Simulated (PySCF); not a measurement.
C2H9FSi2, SMILES C[Si@@H](F)C[SiH3]. Atoms are numbered in the order given.

```xyz
14

C     -2.2966    -0.8312     0.9225
Si    -0.8319    -0.5093    -0.1933
F     -1.0909     0.9112    -0.9751
C      0.7814    -0.3458     0.7450
Si     2.1291     0.6285    -0.1589
H     -2.1703    -1.7846     1.4627
H     -3.2341    -0.8887     0.3463
H     -2.4021    -0.0281     1.6702
H     -0.7094    -1.5542    -1.2435
H      0.5985     0.1390     1.7211
H      1.1636    -1.3610     0.9594
H      3.4333     0.4843     0.5483
H      1.7794     2.0722    -0.2153
H      2.2905     0.1140    -1.5474
```
Charge 0, spin multiplicity 1.

Geometry: TPSSh-D3(BJ)/def2-SVP. The structure was generated by enumeration; whether it is a known compound was not checked. One conformer was computed; it need not be the lowest.

Computed with KT2/pcSseg-1 (PySCF).

GIAO shieldings, no solvent; atoms listed in one row are averaged. δ = σ(ref) − σ: ¹³C against TMS (σ = 185.1 ppm); ²⁹Si against TMS (σ = 361.9 ppm); ¹⁹F against CFCl3 (σ = 127.1 ppm); ¹H against TMS (σ = 31.47 ppm), references at their B3LYP-D3(BJ)/def2-TZVP geometries, non-relativistic.

Question: Estimate the chemical shifts. (Estimate from the structure and the level; the computed values follow.)

Answer: 
| nucleus | atoms | count | δ (ppm) |
|---|---|---|---|
| ¹³C | C1 | 1 | 4.0 |
| ¹³C | C4 | 1 | -2.1 |
| ²⁹Si | Si2 | 1 | 30.7 |
| ²⁹Si | Si5 | 1 | -74.0 |
| ¹⁹F | F3 | 1 | -230.3 |
| ¹H | H9 | 1 | 5.55 |
| ¹H | H12, H13, H14 | 3 | 4.28 |
| ¹H | H6, H7, H8 | 3 | 0.69 |
| ¹H | H10 | 1 | 0.54 |
| ¹H | H11 | 1 | 0.06 |
